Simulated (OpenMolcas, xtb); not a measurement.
## A ladder of methods for SnH4O (SMILES [OH][SnH3])

SnH4O: 6 atoms, total charge 0, spin state singlet. As SMILES, `[OH][SnH3]`. Geometry: a GFN2-xTB relaxation, a rough one for these elements and not checked as a minimum.

```xyz
6

O     0.8792   -0.7074    0.9115
Sn   -0.3015    0.3679   -0.1867
H     1.1590   -1.5556    0.5752
H    -1.7009   -0.4936   -0.4637
H     0.4801    0.7116   -1.6188
H    -0.5159    1.6772    0.7824
```

Each level gives the dipole moment (D). The values are calculated.

```json
{"level": "GFN2-xTB", "kind": "semi-empirical", "program": "xtb", "value (D)": "1.70", "CPU time": "under 2 s"}
{"level": "GFN0-xTB", "kind": "semi-empirical", "program": "xtb", "value (D)": "1.57", "CPU time": "under 2 s"}
{"level": "GFN1-xTB", "kind": "semi-empirical", "program": "xtb", "value (D)": "2.70", "CPU time": "under 2 s"}
{"level": "HF/STO-3G", "kind": "Hartree–Fock", "program": "OpenMolcas", "value (D)": "1.66", "CPU time": "2.2 s"}
{"level": "HF/3-21G", "kind": "Hartree–Fock", "program": "OpenMolcas", "value (D)": "2.18", "CPU time": "2.5 s"}
{"level": "HF/def2-SVP (core potential)", "kind": "Hartree–Fock", "program": "OpenMolcas", "value (D)": "1.99", "CPU time": "3.4 s"}
{"level": "HF/def2-SVPD (core potential)", "kind": "Hartree–Fock", "program": "OpenMolcas", "value (D)": "1.94", "CPU time": "7.7 s"}
{"level": "BP86/STO-3G", "kind": "GGA", "program": "OpenMolcas", "value (D)": "1.13", "CPU time": "7.7 s"}
{"level": "r2SCAN/STO-3G", "kind": "meta-GGA", "program": "OpenMolcas", "value (D)": "1.21", "CPU time": "8.4 s"}
{"level": "PBE0/def2-SVP (core potential)", "kind": "global hybrid", "program": "OpenMolcas", "value (D)": "1.65", "CPU time": "13 s"}
```

All-electron rows without a relativistic Hamiltonian named are non-relativistic, while core potentials hold scalar relativity, so basis and relativity change together. The values span 1.13 to 2.70 D. Sets without polarisation functions give poor dipoles. Times are those of the runs behind each value, whatever else they computed, on shared processors of several kinds: orders of magnitude only.
